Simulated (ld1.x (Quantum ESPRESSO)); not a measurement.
tantalum (Ta), RRKJ: configuration errors across variants

```
Element                 : tantalum (Ta)
Generator               : ld1.x (Quantum ESPRESSO) 7.5
Type                    : norm-conserving RRKJ (Kleinman–Bylander form)
Functional              : PBE
Relativity              : scalar-relativistic
Frozen core             : [Kr] 4d10 4f14 5s2
Valence charge          : 11
Reference configuration : 5p6 5d3 6s0 6p0 (charge +2)
Partial waves           : 5p (bound): rc 2.10 bohr; 5d (bound): rc 2.10 bohr; 6s (bound, empty): rc 2.50 bohr
Local potential         : the s channel
Core correction         : Bessel-smoothed model core inside 1.00 bohr
rho0                    : 0.001
```

All-electron excitation energies from the reference (eV): (1) 5p6 5d3 6s2 6p0 -23.439; (2) 5p6 5d3 6s1 6p0 -14.972; (3) 5p6 5d2 6s0 6p0 23.604; (4) 5p6 5d2 6s2 6p0 -15.759; (5) 5p6 5d4 6s0 6p0 -13.538; (6) 5p6 5d3 6s0 6p2 -14.844; (7) 5p5 5d3 6s2 6p0 21.541.

The overlap operator is not positive definite (basis up to 400 Ry) in “type PAW; waves now 6s (bound): rcut 2.15, rcutus 2.50 bohr; 6s channel at 3.55 Ry: rcut 2.15, rcutus 2.50 bohr; 5p (bound): rcut 1.85, rcutus 2.10 bohr; 6p (bound): rcut 1.85, rcutus 2.10 bohr; 5d (bound): rcut 1.85, rcutus 2.10 bohr; 5d channel at -1 Ry: rcut 1.85, rcutus 2.10 bohr; local potential all-electron potential smoothed inside 1.80 bohr (lloc = -1); augmentation BESSEL, radius 1.65 bohr; rho0 0”. Such files are unfit for use, however small their errors in these radial tests.

Tests that are not counted but printed errors over 1 eV. “wave 6s (bound): rc 2.50 bohr becomes 6s (bound): rc 1.54 bohr”: 5p5 5d3 6s2 6p0 (solver errors, printed error -9.5 eV).

1 further variants failed, have other tests or too few solved ones, and are left out.

A true bound ghost makes a file unfit for plane-wave use even where its test errors are small: the radial tests pick states by their node count and pass the ghost by. Where a test does run into it, the solver fails or the error is huge.

Errors AE − PS in meV (a dash: test not solved or not reliable):

| change | (1) | (2) | (3) | (4) | (5) | (6) | (7) | bound ghosts |
| --- | --- | --- | --- | --- | --- | --- | --- | --- |
| base | -18 | -4.1 | -67 | -84 | -37 | -1036 | -605 | none |
| wave 5d (bound): rc 2.10 bohr becomes 5d (bound): rc 2.78 bohr | -25 | -8.4 | -22 | -38 | -26 | -1037 | -646 | none |
| wave 6s (bound): rc 2.50 bohr becomes 6s (bound): rc 1.54 bohr | +182 | +68 | -48 | – | -20 | -559 | – | s (extra level of the local part) |
| wave 5p (bound): rc 2.10 bohr becomes 5p (bound): rc 2.20 bohr | -18 | -4.2 | -67 | -84 | -37 | -1036 | -608 | none |
| all radii but the core radius scaled by about 1.14 (s 2.86, p 2.40, d 2.40 bohr) | -18 | -5.1 | -59 | -70 | -36 | -1047 | -576 | none |
| type PAW; waves now 6s (bound): rcut 2.15, rcutus 2.50 bohr; 6s channel at 3.55 Ry: rcut 2.15, rcutus 2.50 bohr; 5p (bound): rcut 1.85, rcutus 2.10 bohr; 6p (bound): rcut 1.85, rcutus 2.10 bohr; 5d (bound): rcut 1.85, rcutus 2.10 bohr; 5d channel at -1 Ry: rcut 1.85, rcutus 2.10 bohr; local potential all-electron potential smoothed inside 1.80 bohr (lloc = -1); augmentation BESSEL, radius 1.65 bohr; rho0 0 | – | – | – | – | – | – | – | s (p not tested, overlap not positive) |
| wave 6s (bound): rc 2.50 bohr becomes 6s (bound): rc 1.88 bohr | +27 | +6.8 | -52 | -41 | -24 | -672 | -178 | none |

Question: Give the same row for: core correction Bessel-smoothed model core inside 2.44 bohr.

Answer: -11, -1.7, -59, -75, -35, -1035, -533; bound ghosts: none.
